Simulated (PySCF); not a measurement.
BO, SMILES [B]=O, multiplicity 2. Geometry: B3LYP-D3(BJ)/def2-TZVPD.

The numbers are results of B3LYP-D3(BJ)/def2-TZVPD in PySCF 2.14.0, not measurements.

Harmonic wavenumbers (cm⁻¹): 1923. Rotational constants (GHz): 54.20 (linear); symmetry number 1.

Problem. Work out the zero-point energy and the ideal-gas rigid-rotor harmonic-oscillator thermochemistry at 298.15 K and 1 atm.

Solution. ZPE = ½ Σ hcν = ½ × 1923 cm⁻¹ = 11.50 kJ/mol. H − E(el) = 20.18 kJ/mol. Entropy in J/(mol K): translation 149.76, rotation 47.74, vibration 0.01, spin 5.76, total 203.27. G − E(el) = -40.43 kJ/mol. Cp = 29.17 J/(mol K).
